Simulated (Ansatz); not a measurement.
Molecular dynamics of C$_{6}$H$_{11}$B

input.yaml

```yaml
crystal:
  periodic: [false, false, false]
  atoms:
    - { symbol: B, position_ang: [-0.861895, -1.266056, 0.194184] }
    - { symbol: C, position_ang: [0.487581, -0.46338, -0.001933] }
    - { symbol: C, position_ang: [1.566104, -1.083509, -0.819735] }
    - { symbol: C, position_ang: [2.848311, -1.181259, -0.45525] }
    - { symbol: C, position_ang: [-0.45098, 0.438885, -0.779276] }
    - { symbol: C, position_ang: [-1.344583, 1.306809, -0.244304] }
    - { symbol: C, position_ang: [-1.458208, 1.725824, 1.185471] }
    - { symbol: H, position_ang: [-1.239157, -2.023324, -0.653726] }
    - { symbol: H, position_ang: [-1.497396, -1.123168, 1.196918] }
    - { symbol: H, position_ang: [0.874541, 0.004977, 0.905845] }
    - { symbol: H, position_ang: [1.246151, -1.509681, -1.77232] }
    - { symbol: H, position_ang: [3.20724, -0.776455, 0.487584] }
    - { symbol: H, position_ang: [3.583369, -1.676672, -1.080971] }
    - { symbol: H, position_ang: [-0.47303, 0.280487, -1.854739] }
    - { symbol: H, position_ang: [-2.026737, 1.80517, -0.932978] }
    - { symbol: H, position_ang: [-2.460911, 1.519041, 1.577672] }
    - { symbol: H, position_ang: [-0.734809, 1.223853, 1.830842] }
    - { symbol: H, position_ang: [-1.303089, 2.809657, 1.268515] }
basis:
  gaussian: { orbitals: "6-31G" }
hamiltonian:
  xc: pbe0
md:
  timestep: 0.5
  n_steps: 300
  ensemble: nve
  temperature: 400.0
  initial_velocities: maxwell_boltzmann
  seed: 466975
  masses: [{ species: H, mass: 10.0 }]
scf:
  lower_state_search: "off"
```

Run as:

```bash
$ ansatz run input.yaml --threads 1 --pin off --max-ram 2048MiB --backend cpu --events-out ev --progress --plain --runs-dir out
```

It starts from a relaxed structure.

Output, in part (step lines, the closing report, with atoms numbered from 0):

```
md step     0: t =     0.00 fs  T =   400.0 K  F+E_penalty+E_count = -7065.42000186 eV  E_kin = 0.827264 eV  conserved = -7064.59273787 eV  (15 SCF iters)
md step     1: t =     0.50 fs  T =   397.2 K  F+E_penalty+E_count = -7065.41416015 eV  E_kin = 0.821443 eV  conserved = -7064.59271706 eV  (20 SCF iters)
md step     2: t =     1.00 fs  T =   388.8 K  F+E_penalty+E_count = -7065.39683384 eV  E_kin = 0.804180 eV  conserved = -7064.59265434 eV  (20 SCF iters)
md step     3: t =     1.50 fs  T =   375.4 K  F+E_penalty+E_count = -7065.36902233 eV  E_kin = 0.776468 eV  conserved = -7064.59255444 eV  (20 SCF iters)
md step     4: t =     2.00 fs  T =   357.8 K  F+E_penalty+E_count = -7065.33231964 eV  E_kin = 0.739896 eV  conserved = -7064.59242385 eV  (20 SCF iters)
md step     5: t =     2.50 fs  T =   336.8 K  F+E_penalty+E_count = -7065.28880743 eV  E_kin = 0.696536 eV  conserved = -7064.59227159 eV  (20 SCF iters)
md step     6: t =     3.00 fs  T =   313.7 K  F+E_penalty+E_count = -7065.24091274 eV  E_kin = 0.648805 eV  conserved = -7064.59210789 eV  (20 SCF iters)
md step     7: t =     3.50 fs  T =   289.8 K  F+E_penalty+E_count = -7065.19124327 eV  E_kin = 0.599299 eV  conserved = -7064.59194386 eV  (20 SCF iters)
[... lines left out ...]
md step   297: t =   148.50 fs  T =   184.0 K  F+E_penalty+E_count = -7064.97261599 eV  E_kin = 0.380577 eV  conserved = -7064.59203877 eV  (20 SCF iters)
md step   298: t =   149.00 fs  T =   177.1 K  F+E_penalty+E_count = -7064.95814246 eV  E_kin = 0.366178 eV  conserved = -7064.59196433 eV  (20 SCF iters)
md step   299: t =   149.50 fs  T =   170.3 K  F+E_penalty+E_count = -7064.94400995 eV  E_kin = 0.352117 eV  conserved = -7064.59189322 eV  (21 SCF iters)
md step   300: t =   150.00 fs  T =   164.2 K  F+E_penalty+E_count = -7064.93134366 eV  E_kin = 0.339512 eV  conserved = -7064.59183184 eV  (21 SCF iters)
Total energy: -7064.93136565 eV, -259.6314389050 hartree
Atom 0 at    -0.870668    -1.148843     0.249240 Å, force     0.384472     0.855712     2.043993 eV/Å
Atom 1 at     0.533645    -0.437334     0.089062 Å, force    -0.590321     1.152197    -1.016254 eV/Å
Atom 2 at     1.577818    -0.993818    -0.789457 Å, force    -0.967811    -1.101062    -0.084295 eV/Å
Atom 3 at     2.839709    -1.244148    -0.471798 Å, force     1.339262     0.092224     0.145276 eV/Å
Atom 4 at    -0.412301     0.451659    -0.788344 Å, force    -0.527864     0.569425     2.108232 eV/Å
Atom 5 at    -1.369520     1.276387    -0.274414 Å, force     0.422740    -0.494789    -0.376577 eV/Å
Atom 6 at    -1.506513     1.671282     1.131303 Å, force     0.077924    -1.060392     1.007543 eV/Å
Atom 7 at    -1.100564    -1.882845    -0.573339 Å, force    -0.867718    -1.422657    -1.373988 eV/Å
Atom 8 at    -1.562270    -1.050308     1.294556 Å, force     0.712049     0.002300    -1.190091 eV/Å
Atom 9 at     0.968003     0.037360     0.958149 Å, force    -0.144684     0.410959     0.304170 eV/Å
Atom 10 at     1.138752    -1.355944    -1.736883 Å, force     0.638551     0.083460     0.171519 eV/Å
Atom 11 at     3.393300    -0.964081     0.436455 Å, force    -0.823114     0.087340    -0.053883 eV/Å
Atom 12 at     3.498865    -1.740357    -1.163058 Å, force     0.087527    -0.206751    -0.469460 eV/Å
Atom 13 at    -0.483187     0.348874    -1.840052 Å, force     0.554191    -0.631891    -1.026624 eV/Å
Atom 14 at    -2.066929     1.733785    -0.964779 Å, force    -0.132059     0.095276    -0.245181 eV/Å
Atom 15 at    -2.526886     1.472362     1.504518 Å, force     0.322014     0.087983     0.005634 eV/Å
Atom 16 at    -0.775457     1.111393     1.756353 Å, force    -0.590899     0.495861    -0.160017 eV/Å
Atom 17 at    -1.315525     2.720170     1.227542 Å, force     0.105741     0.984805     0.210003 eV/Å
Dipole moment:    -0.162913     0.447071    -0.061229 e Å
```

The steps, from the saved trajectory:

```json
{"time (fs)": "0.0", "T (K)": "400", "potential energy less start (eV)": "0.000", "conserved less start (meV/atom)": "0.00"}
{"time (fs)": "5.0", "T (K)": "225", "potential energy less start (eV)": "0.363", "conserved less start (meV/atom)": "0.07"}
{"time (fs)": "10.0", "T (K)": "208", "potential energy less start (eV)": "0.397", "conserved less start (meV/atom)": "0.03"}
{"time (fs)": "15.0", "T (K)": "154", "potential energy less start (eV)": "0.509", "conserved less start (meV/atom)": "0.05"}
{"time (fs)": "20.0", "T (K)": "129", "potential energy less start (eV)": "0.561", "conserved less start (meV/atom)": "0.05"}
{"time (fs)": "25.0", "T (K)": "205", "potential energy less start (eV)": "0.403", "conserved less start (meV/atom)": "0.03"}
{"time (fs)": "30.0", "T (K)": "186", "potential energy less start (eV)": "0.444", "conserved less start (meV/atom)": "0.05"}
{"time (fs)": "35.0", "T (K)": "216", "potential energy less start (eV)": "0.382", "conserved less start (meV/atom)": "0.04"}
{"time (fs)": "40.0", "T (K)": "228", "potential energy less start (eV)": "0.356", "conserved less start (meV/atom)": "0.04"}
{"time (fs)": "45.0", "T (K)": "206", "potential energy less start (eV)": "0.403", "conserved less start (meV/atom)": "0.05"}
{"time (fs)": "50.0", "T (K)": "211", "potential energy less start (eV)": "0.392", "conserved less start (meV/atom)": "0.03"}
{"time (fs)": "55.0", "T (K)": "160", "potential energy less start (eV)": "0.498", "conserved less start (meV/atom)": "0.04"}
{"time (fs)": "60.0", "T (K)": "136", "potential energy less start (eV)": "0.547", "conserved less start (meV/atom)": "0.05"}
{"time (fs)": "65.0", "T (K)": "194", "potential energy less start (eV)": "0.427", "conserved less start (meV/atom)": "0.04"}
{"time (fs)": "70.0", "T (K)": "194", "potential energy less start (eV)": "0.428", "conserved less start (meV/atom)": "0.04"}
{"time (fs)": "75.0", "T (K)": "193", "potential energy less start (eV)": "0.428", "conserved less start (meV/atom)": "0.05"}
{"time (fs)": "80.0", "T (K)": "226", "potential energy less start (eV)": "0.360", "conserved less start (meV/atom)": "0.04"}
{"time (fs)": "85.0", "T (K)": "196", "potential energy less start (eV)": "0.423", "conserved less start (meV/atom)": "0.05"}
{"time (fs)": "90.0", "T (K)": "213", "potential energy less start (eV)": "0.388", "conserved less start (meV/atom)": "0.04"}
{"time (fs)": "95.0", "T (K)": "222", "potential energy less start (eV)": "0.368", "conserved less start (meV/atom)": "0.04"}
{"time (fs)": "100.0", "T (K)": "209", "potential energy less start (eV)": "0.395", "conserved less start (meV/atom)": "0.04"}
{"time (fs)": "105.0", "T (K)": "182", "potential energy less start (eV)": "0.451", "conserved less start (meV/atom)": "0.04"}
{"time (fs)": "110.0", "T (K)": "154", "potential energy less start (eV)": "0.509", "conserved less start (meV/atom)": "0.05"}
{"time (fs)": "115.0", "T (K)": "198", "potential energy less start (eV)": "0.418", "conserved less start (meV/atom)": "0.04"}
{"time (fs)": "120.0", "T (K)": "259", "potential energy less start (eV)": "0.292", "conserved less start (meV/atom)": "0.03"}
{"time (fs)": "125.0", "T (K)": "220", "potential energy less start (eV)": "0.373", "conserved less start (meV/atom)": "0.05"}
{"time (fs)": "130.0", "T (K)": "208", "potential energy less start (eV)": "0.398", "conserved less start (meV/atom)": "0.04"}
{"time (fs)": "135.0", "T (K)": "205", "potential energy less start (eV)": "0.403", "conserved less start (meV/atom)": "0.04"}
{"time (fs)": "140.0", "T (K)": "149", "potential energy less start (eV)": "0.521", "conserved less start (meV/atom)": "0.06"}
{"time (fs)": "145.0", "T (K)": "198", "potential energy less start (eV)": "0.418", "conserved less start (meV/atom)": "0.03"}
{"time (fs)": "150.0", "T (K)": "164", "potential energy less start (eV)": "0.489", "conserved less start (meV/atom)": "0.05"}
```

The run went to its last step. The conserved energy stayed within 0.071 meV per atom of its start (net change 0.05 meV per atom), so the integration is sound. The temperature averaged 0.50 of the 400 K drawn at the start: a run that starts near a minimum puts about half its kinetic energy into the potential. A run of 0.15 ps of so small a system gives no equilibrium averages. Limits of this set-up: no polarisation functions.

The same pairs are bonded in the first frame and the last. Pairs count as bonded within 1.25 times the sum of covalent radii (0.12 Å more for H–H).

Last frame:

```xyz
18
Properties=species:S:1:pos:R:3
B -0.871 -1.149 0.249
C 0.534 -0.437 0.089
C 1.578 -0.994 -0.789
C 2.840 -1.244 -0.472
C -0.412 0.452 -0.788
C -1.369 1.276 -0.274
C -1.506 1.671 1.131
H -1.101 -1.883 -0.573
H -1.562 -1.050 1.295
H 0.968 0.037 0.958
H 1.139 -1.356 -1.737
H 3.393 -0.964 0.436
H 3.499 -1.740 -1.163
H -0.483 0.349 -1.840
H -2.067 1.734 -0.965
H -2.527 1.472 1.504
H -0.775 1.111 1.756
H -1.315 2.720 1.228
```

The run took 16 min on 1 thread of Intel(R) Xeon(R) 6975P-C (Granite Rapids), with other jobs on the host, peak memory 0.21 GiB.
